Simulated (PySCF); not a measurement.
Compound: C₅H₁₃NOSi.
Numbering: `[CH3:1][C@@H:2]1[CH2:3][NH:4][Si@H:5]([OH:6])[C@H:7]1[CH3:8]` (hydrogens: H9, H10, H11 on C1; H12 on C2; H13, H14 on C3; H15 on N4; H16 on Si5; H17 on O6; H18 on C7; H19, H20, H21 on C8)

Theory: PBE0-D3(BJ)/def2-SVP geometry optimisation, gas phase in PySCF 2.14.0.

**Question.** List the bond lengths, angles and torsions at this level.

**Answer.** 
| bond | length (bohr) |
| --- | --- |
| C1–C2 | 2.882 |
| C2–C3 | 2.911 |
| C3–N4 | 2.742 |
| N4–Si5 | 3.266 |
| Si5–O6 | 3.154 |
| Si5–C7 | 3.582 |
| C7–C8 | 2.888 |
| C2–C7 | 2.921 |
| C1–H9, C1–H10, C1–H11 | 2.081 |
| C2–H12 | 2.088 |
| C3–H13 | 2.088 |
| C3–H14 | 2.095 |
| N4–H15 | 1.911 |
| Si5–H16 | 2.816 |
| O6–H17 | 1.818 |
| C7–H18 | 2.084 |
| C8–H19, C8–H20, C8–H21 | 2.083 |

Bonds in one row agree within 0.02 bohr and their mean is given. A selection of angles:
| angle | degrees |
| --- | --- |
| C1–C2–C3 | 111.3 |
| C1–C2–C7 | 111.8 |
| C3–C2–C7 | 107.6 |
| C2–C3–N4 | 107.1 |
| C3–N4–Si5 | 114.2 |
| N4–Si5–O6 | 114.4 |
| N4–Si5–C7 | 93.1 |
| O6–Si5–C7 | 118.0 |
| Si5–C7–C8 | 110.6 |
| C2–C7–Si5 | 102.2 |
| C2–C7–C8 | 112.6 |
| H15–N4–C3 | 116.9 |
| H15–N4–Si5 | 127.2 |
| H17–O6–Si5 | 115.3 |

Dihedral angles: C1–C2–C3–N4 -82° (synclinal); C2–C3–N4–Si5 -24° (synperiplanar); C3–N4–Si5–O6 123° (anticlinal); N4–Si5–C7–C8 -98° (anticlinal); C1–C2–C7–Si5 84° (synclinal); H17–O6–Si5–N4 -45° (synclinal).

Of the pairs four or more bonds apart, Si5···H11 is among the closest relative to their van der Waals radii: 3.00 Å, 91 % of the sum of Bondi's values. N4 (silicon-bound nitrogen) is almost planar (angles 127.2°, 116.9° and 114.2°, sum 358.2°, 0.10 Å off the plane of its three neighbours). Si5 (oxygen-bound silicon) has angles from 93.1° to 118.0°. The 5-membered ring C2–C3–N4–Si5–C7 has internal angles of 93.1° to 114.2° (sum 524°, against 540° for a flat polygon); it is puckered, 0.18 Å rms from its mean plane, widest ring torsion 41°. The C–C distances run from 1.525 Å (C1–C2, drawn single) to 1.546 Å (C2–C7, drawn single), a spread of 0.021 Å.

Point group: C1 (no symmetry element, even within 0.4 Å). No PBE0-D3(BJ)/def2-SVP frequencies stand behind this structure, so it isn't proved a minimum. One conformer, not necessarily the lowest (N4–Si5–O6–H -45°, C1–C2–C3–N4 -82°, C2–C3–N4–Si5 -24°, C3–N4–Si5–O6 123°, N4–Si5–C7–C8 -98°).
